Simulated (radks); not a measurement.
Coulomb parameter of the 4d shell of the palladium ion Pd3+ in the model configuration [Kr] 4d5.5 5p1.5, as a second difference U = [E(n + 0.5) + E(n - 0.5) - 2 E(n)] / (0.5)^2 with all orbitals relaxed. "Bare": the charge of the atom changes with n. "Screened": the 5p shell takes up the change at fixed total charge, which measures U(4d,4d) + U(5p,5p) - 2 U(4d,5p). Calculated with a radial shooting solver on a logarithmic mesh with Libxc functionals: Dirac Kohn-Sham, BLYP, spin-unpolarised, spherical densities, finite nucleus; open shells are shared between the two j in proportion to 2j + 1; Fermi nuclear charge, rms radius 4.5318 fm.

\begin{tabular}{lrr}
case & configuration & E - E(n) (eV) \\ \hline
start & [Kr] 4d5.5 5p1.5 & 0.000 \\
bare +0.5 & [Kr] 4d6 5p1.5 & -22.843 \\
bare -0.5 & [Kr] 4d5 5p1.5 & 26.683 \\
screened +0.5 & [Kr] 4d6 5p1 & -11.066 \\
screened -0.5 & [Kr] 4d5 5p2 & 11.930 \\
\end{tabular}

U(bare) = 15.357 eV, U(screened by 5p) = 3.456 eV.
